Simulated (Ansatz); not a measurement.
Abridged output of a molecular run in Ansatz:

```
Functional definition: HF
1592 factors; integrals over basis functions are off by at most 1.0e-3 eV
mean field evaluation 1: about -23557.5700 eV, gradient 3.3e1 eV
mean field evaluation 2: about -23557.8351 eV, gradient 3.4e1 eV
mean field evaluation 4: about -23560.8827 eV, gradient 4.2e0 eV
mean field evaluation 8: about -23560.9449 eV, gradient 2.9e-1 eV
mean field evaluation 16: about -23560.9454 eV, gradient 2.7e-6 eV
mean field -23560.94539904 eV, -865.8487732324 hartree, gradient 2.7e-6 eV, S^2 0.000000; 0 other end points of the search recorded, 0 dependent functions left out
13 core orbitals not correlated: weight in the atoms' cores, before any rotation towards them, 1.000 or more for the frozen orbitals, at most 0.000 for the correlated occupied ones
reference -23560.94539904 eV, -865.8487732324 hartree; 16, 16 occupied and 246, 246 virtual orbitals, 1592 factors
second order -24.48501238 eV of doubles, -0.00000000 eV of singles
cycle   1  -25.32450947 eV  change   -8.4e-1 eV  update   1.0e-1
cycle   2  -25.90175738 eV  change   -5.8e-1 eV  update   3.0e-2
cycle   3  -26.01886180 eV  change   -1.2e-1 eV  update   1.4e-2
cycle   4  -26.01214743 eV  change    6.7e-3 eV  update   3.1e-3
cycle   5  -26.01027615 eV  change    1.9e-3 eV  update   1.3e-3
cycle   6  -26.01050841 eV  change   -2.3e-4 eV  update   3.8e-4
cycle   7  -26.01034136 eV  change    1.7e-4 eV  update   1.5e-4
cycle   8  -26.01028469 eV  change    5.7e-5 eV  update   4.5e-5
cycle   9  -26.01029572 eV  change   -1.1e-5 eV  update   1.8e-5
perturbative correction -0.98042319 eV, -0.0360298875 hartree
Total energy: -23587.93611795 eV, -866.8406638572 hartree
```

Its atoms:

Z-matrix (Å, degrees):
```
C
Si 1 1.861
H 1 1.093 2 109.8
H 1 1.092 2 110.9 3 -120.2
H 1 1.093 2 111.0 3 119.4
S 2 2.143 1 113.2 3 -177.9
C 2 1.894 1 110.1 3 -56.8
H 2 1.485 1 111.7 3 65.1
H 6 1.344 2 94.6 1 53.7
F 7 1.395 2 110.0 1 53.0
H 7 1.096 2 111.3 1 -66.7
H 7 1.095 2 111.3 1 173.2
```

Question: Which basis set was used?
A. cc-pV(D+d)Z
B. cc-pV(Q+d)Z
C. def2-SVP
D. def2-TZVPP

Answer: D. It gives 275 functions.

Question: Write the keys of the input that set method, charge and spin (a neutral closed shell needs none for the last two).

Answer: 
```yaml
correlation: {method: ccsd_t}
```
